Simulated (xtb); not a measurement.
selenium hexafluoride (F6Se), SMILES F[Se](F)(F)(F)(F)F. All values are semi-empirical tight-binding results from xtb (GFN2-xTB unless named), good for trends rather than for accurate numbers. Coordinates come from a GFN2-xTB optimisation.

Computed properties:
```json
{
 "point_group_as_xtb_finds_it": "Oh",
 "orbital_gap": "8.09 eV",
 "zero_point_energy": "7.5 kcal/mol",
 "G − E(el) at 298.15 K (modified RRHO)": "-11.3 kcal/mol",
 "static polarisability (D4 model)": "48.4 bohr³",
 "solvation energy, GFN2-xTB/ALPB(water)": "0.9 kcal/mol",
 "solvation energy, GFN2-xTB/ALPB(ch2cl2)": "-1.3 kcal/mol"
}
```
